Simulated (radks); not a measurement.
Task: The mean radii <r> (bohr) of the occupied orbitals of an atom or ion are listed with their occupations. Calculated with a radial shooting solver on a logarithmic mesh with Libxc functionals: Dirac Kohn-Sham, Slater X-alpha with alpha = 1.024, spin-unpolarised, spherical densities, point nucleus.

orbital  occ.      <r>
1s1/2       2  0.09631
2s1/2       2   0.4699
2p1/2       2   0.4282
2p3/2       4   0.4304
3s1/2       2    1.515
3p1/2       2    1.660

Name the element and its charge. Open shells, if any, fill j = l - 1/2 first.

Result: Z = 16, sulfur, charge +2: S2+ in [Ne] 3s2 3p2. The 1s radius gives Z: for a bare nucleus <r> = (2 gamma + 1)/(2Z) with gamma = sqrt(1 - (Z/c)^2), 0.09332 bohr for Z = 16, and screening makes it slightly larger (0.09631 here). The occupations add up to 14, and the charge is Z minus that.
